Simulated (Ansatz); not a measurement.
CH6OSiZn, relaxed with RKS PBE0-D4/def2-TZVP in the Gaussian-basis code of Ansatz from a PBE-D4/def2-SVP geometry. The force threshold is 0.005 eV/Å; the program also tests the step.

The species carries charge 0 and has multiplicity 1. The bonds changed during the relaxation, so this is another structure than the one it started from.

Start:

```xyz
10

C    -0.035   -0.133   -1.389
Si   -0.341    0.218    0.436
O    -0.937   -1.116    1.277
Zn    3.366    1.066    2.272
H     0.653   -0.993   -1.516
H     0.428    0.753   -1.873
H    -0.975   -0.359   -1.933
H    -1.275    1.402    0.560
H    -1.846   -1.379    1.052
H     0.963    0.542    1.114
```

Question: How much energy does the relaxation release, and in how many steps? (Best estimate.)

Answer: Computed: 10.62 kJ/mol, in 30 steps, 2 of them rejected.

Question: Which bonds change most? (Best estimate.)

Answer: Computed: Si2–O3 from 1.686 to 1.654 Å; Si2–H10 from 1.506 to 1.484 Å; C1–Si2 from 1.884 to 1.862 Å; Si2–H8 from 1.513 to 1.492 Å.

Question: Give the relaxed structure. (An estimate is asked.)

Answer: The calculation gave: 
```xyz
10

C     0.131    0.040   -1.293
Si   -0.569    0.511    0.367
O    -0.466   -0.718    1.469
Zn    2.851   -0.731    1.905
H     1.179   -0.258   -1.204
H     0.075    0.889   -1.981
H    -0.423   -0.789   -1.741
H    -1.990    0.934    0.199
H    -0.993   -1.503    1.312
H     0.206    1.624    0.968
```
